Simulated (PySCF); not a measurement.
CdF₂ (singlet). All numbers come from PBE0 in PySCF with Cd def2-TZVP with ECP28, F def2-TZVP; scalar-relativistic core potentials, no spin–orbit coupling; density-fitted integrals.

Harmonic bands of its minimum:

```json
{"ω (cm⁻¹)": "141", "IR (km/mol, summed over degenerate members)": "70.2", "degeneracy": "2"}
{"ω (cm⁻¹)": "541", "IR (km/mol, summed over degenerate members)": "0.0", "degeneracy": "1"}
{"ω (cm⁻¹)": "645", "IR (km/mol, summed over degenerate members)": "103", "degeneracy": "1"}
```

Problem. The central atom is Cd. Infer the point group and assign the bands.

Solution. D∞h. The modes span πu + σg+ + σu+: 141 πu, 541 σg+, 645 σu+. The computed geometry has Cd–F 1.922 Å (×2); F–Cd–F 180.0°.
